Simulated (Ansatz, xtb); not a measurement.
Relative energy of two isomers of C6H12Si

Structure X: `C=CC(=C)CC[SiH3]`, a singlet. Structure Y: `C=C(C)[SiH2]C1CC1`, a singlet. Both are isolated molecules in the gas phase, relaxed with r2SCAN-D4/def2-SVP, each in the lowest conformer that the search found.

Estimate E(Y) − E(X) at the level CCSD(T)/def2-SVP + ΔMP2/def2-TZVPP.

Calculated at CCSD(T)/def2-SVP + ΔMP2/def2-TZVPP: E(Y) − E(X) = +1.73 kcal/mol, so structure X lies lower.

How the difference moves with the method:

```
                             level            geometry  E(Y) − E(X) (kcal/mol)  departure from the last row (kcal/mol)  job, with rough time for the two
                          GFN2-xTB            GFN2-xTB                     +3.74                                   +2.01               optimisation, 0.3 s
                         HF/STO-3G            GFN2-xTB                    −12.55                                  −14.28              single point, 0.44 s
      r2SCAN-D4/def2-SVP//GFN2-xTB            GFN2-xTB                     +0.01                                   −1.72               single point, 5.3 s
                r2SCAN-D4/def2-SVP  r2SCAN-D4/def2-SVP                      0.00                                   −1.73                optimisation, 68 s
                       HF/def2-SVP  r2SCAN-D4/def2-SVP                     +1.65                                   −0.08           part of the CCSD(T) run
                      MP2/def2-SVP  r2SCAN-D4/def2-SVP                     −0.17                                   −1.91           part of the CCSD(T) run
                  CCSD(T)/def2-SVP  r2SCAN-D4/def2-SVP                     +2.78                                   +1.04                      single point
CCSD(T)/def2-SVP + ΔMP2/def2-TZVPP  r2SCAN-D4/def2-SVP                     +1.73                                                     single point, 2.1 min
```

As drawn, Y has 1 C–C, 1 C–Si, 1 C–H in place of 1 C=C, 1 Si–H. Structure X has no ring, Y a 3-membered ring.

HF/STO-3G puts the two in the other order. r2SCAN-D4/def2-SVP//GFN2-xTB, r2SCAN-D4/def2-SVP, MP2/def2-SVP find them nearly level. The largest departure from CCSD(T)/def2-SVP + ΔMP2/def2-TZVPP is that of HF/STO-3G, 14.28 kcal/mol. The last row adds to CCSD(T) the change of the MP2 difference between the two basis sets, here −1.04 kcal/mol.

With thermal terms from frequencies at re-optimised GFN2-xTB minima (ideal gas, soft modes damped towards free rotors, one conformer each, 298.15 K, 1 atm): on the last row, ΔE + ΔZPE = +3.64, ΔH = +3.59, ΔG = +3.82 kcal/mol.

The correlated steps freeze 11 core orbitals. Run with Ansatz 0.2.0, xtb 6.7.1; the last row on 4 threads of Arm Neoverse V1 on a shared host.
